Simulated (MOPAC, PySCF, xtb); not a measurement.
Dimer: NH3 (SMILES N) (first 4 atoms) with H4OSi (SMILES O[SiH3]); geometry from B3LYP-D3(BJ)/def2-TZVP, rigid monomers moved along the line of their centres of mass till N1···H7 is 3.29 Å.
(charge 0, multiplicity 1):
```xyz
10

N      0.4398    -0.2167     0.1069
H      0.4335     0.7346    -0.2437
H      1.2590    -0.6788    -0.2721
H     -0.3781    -0.6878    -0.2633
O      0.3731    -0.2253     4.3722
Si    -0.7966     0.4493     5.2947
H      0.2948    -0.1694     3.3928
H     -0.9359     1.9124     5.0568
H     -0.4263     0.2315     6.7104
H     -2.1344    -0.1573     5.0520
```

Monomers are frozen at their geometry in the pair; levels with a basis set take the counterpoise correction. Rows marked so take none.

Rows in 6-31G*, STO-3G carry no dispersion term and start afresh at each structure (6-31G* with six Cartesian d functions). The state reached by PM7 isn't checked; PM7 holds dispersion and hydrogen-bond terms.

Run with MOPAC for PM7 (differences of heats of formation); PySCF for 6-31G* rows, STO-3G rows; xtb for the GFN methods. Values without a source in brackets are computed.

Question: One of these levels gives -8.5 kJ/mol for the interaction energy. Name it.
A) HF/6-31G* (no counterpoise)
B) HF/STO-3G (no counterpoise)
C) PM7
D) GFN-FF

Answer: D, GFN-FF. The others give -12.3 (PM7), -5.3 (HF/STO-3G (no counterpoise)), -13.9 (HF/6-31G* (no counterpoise))
